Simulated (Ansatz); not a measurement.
The same path of a periodic cell of 19 atoms, AlC18 (surface graphene monolayer, adsorbate Al) was run twice with different band settings.

Level of theory: DFT PBE, scalar-relativistic, plane waves, PAW (Ansatz). Settings: cutoff 420 eV, k mesh 2x2x1, gaussian smearing 0.05 eV, spin collinear.

Relaxed end points:

```xyz
19
Lattice="7.3980 0.0000 0.0000 -3.6990 6.4069 0.0000 0.0000 0.0000 11.0000" Properties=species:S:1:pos:R:3
C -0.004 0.005 0.972
C 1.229 0.710 0.970
C -1.231 2.130 0.972
C -0.004 2.845 0.970
C -2.463 4.273 0.969
C -1.231 4.985 0.972
C 2.462 -0.002 0.970
C 3.695 0.703 0.971
C 1.223 2.130 0.971
C 2.454 2.841 0.968
C -0.004 4.269 0.970
C 1.223 4.985 0.971
C 4.928 -0.002 0.970
C 6.161 0.710 0.970
C 3.695 2.125 0.968
C 4.935 2.841 0.969
C 2.454 4.273 0.968
C 3.695 4.989 0.969
Al 3.686 3.554 3.059
```

```xyz
19
Lattice="7.3980 0.0000 0.0000 -3.6990 6.4069 0.0000 0.0000 0.0000 11.0000" Properties=species:S:1:pos:R:3
C 0.003 0.002 0.969
C 1.235 0.713 0.972
C -1.237 2.141 0.972
C -0.004 2.846 0.970
C -2.464 4.266 0.972
C -1.237 4.981 0.970
C 2.462 -0.002 0.970
C 3.689 0.713 0.971
C 1.229 2.134 0.970
C 2.462 2.838 0.971
C -0.010 4.266 0.971
C 1.221 4.977 0.968
C 4.920 0.002 0.968
C 6.161 0.718 0.969
C 3.695 2.134 0.970
C 4.928 2.846 0.970
C 2.462 4.261 0.968
C 3.702 4.977 0.969
Al 2.453 5.689 3.059
```

Common settings: climbing image yes; optimiser quadratic models (default); end points relaxed.

| run | movable images | spring | start path | force threshold | iteration limit |
| --- | --- | --- | --- | --- | --- |
| 1 | 5 | 2.0 eV/Å² | straight line | 0.03 eV/Å | 65 |
| 2 | 3 | 5.0 eV/Å² | default | 0.2 eV/Å | 50 |

**Question.** What does each run give, and how far can it be trusted?

**Answer.** Run 1: converged after 4 iterations, highest image 0.174 eV above the first end. By the program's own check the climbing image is of a kind that is not told: the force calls were inconclusive, a negative curvature could not be distinguished from the path's own, the only one lies far off the path, or fixed occupations may fill a level only in part (lowest curvatures found: -0.58 and 0.14 eV/Å²).
Run 2: converged after 3 iterations, highest image 0.175 eV above the first end. The threshold of 0.2 eV/Å is loose, so the images may lie well off the minimum-energy path. The order of the point at the top wasn't checked.
Limits of this set-up: slab without dipole correction, a typed lattice constant that wasn't relaxed here.
